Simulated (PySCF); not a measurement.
Compound: (OH)1Al(OSiH2)2O.
Bonds: Al1–O2, Al1–O3, Al1–O7, O3–Si4, Si4–O5, O5–Si6, Si6–O7. Hydrogens: H8 on O2; H9, H10 on Si4; H11, H12 on Si6.

NICS = −σ at a ghost point: NICS(0) at the centroid of the ring atoms, NICS(1) 1 Å to either side along the normal of their mean plane, zz for the tensor component along that normal. Level: GIAO B3LYP/pcSseg-1 (pcSseg-2 on Al) (PySCF, non-relativistic, gas phase) on the PBE0-D3(BJ)/def2-SVP geometry, one conformer.

Ring bond lengths (Å): Al1–O3 1.710, O3–Si4 1.657, Si4–O5 1.664, O5–Si6 1.667, Si6–O7 1.656, O7–Al1 1.705.

Question: What do the NICS probes read (ppm)?

Answer: 
```
                ring                                   type  NICS(0)  NICS(1), two faces  NICS(1)zz, two faces  rms pucker (Å)  centre to ring atoms, mean (Å)
Al1–O3–Si4–O5–Si6–O7  6-membered ring with Al, 3 O and 2 Si     -3.0         -0.6 / -0.6             2.7 / 2.6            0.01                            1.67
```

Question: What can be read from them?

Answer: 
- Al1–O3–Si4–O5–Si6–O7: mean NICS(1)zz 2.7 ppm, near zero. Si4, Si6 have four or more neighbours; no verdict on aromaticity is drawn.

Question: How do the values depend on the level or the medium?

Answer: 
| level | NICS(0), Al1–O3–Si4–O5–Si6–O7 | mean NICS(1)zz, Al1–O3–Si4–O5–Si6–O7 |
| --- | --- | --- |
| B3LYP/pcSseg-1 (pcSseg-2 on Al), gas | -3.0 | 2.7 |
| PBE/pcSseg-1 (pcSseg-2 on Al), gas | -3.1 | 2.8 |
| PBE0/pcSseg-1 (pcSseg-2 on Al), gas | -3.0 | 2.6 |

The geometry is the same throughout.
